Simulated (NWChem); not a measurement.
# ZnSiH₄O; SMILES [SiH3][O][ZnH]

```xyz
7

Zn    -0.0286     1.2399     0.0000
H     -0.3366     2.7233     0.0000
O      0.4035    -0.4733     0.0000
Si    -0.0910    -2.0330     0.0000
H     -0.9274    -2.3582     1.2042
H      1.0876    -2.9548     0.0045
H     -0.9201    -2.3605    -1.2086
```
Atoms are numbered in this order, from 1.

Structure relaxed at the PBE0/def2-SVP level.

**Question.** List the 4 lowest vertical singlet excitations from PBE0/def2-SVPD, TDA (NWChem).

**Answer.** 
| state | energy (eV) | oscillator strength | leading excitation (squared amplitude) |
|---|---|---|---|
| S1 | 6.21 | 0.004 | HOMO → LUMO (0.96) |
| S2 | 6.38 | 0.011 | HOMO−1 → LUMO (0.85) |
| S3 | 6.60 | 0.004 | HOMO → LUMO+2 (0.95) |
| S4 | 6.65 | 0.008 | HOMO → LUMO+1 (0.56) |
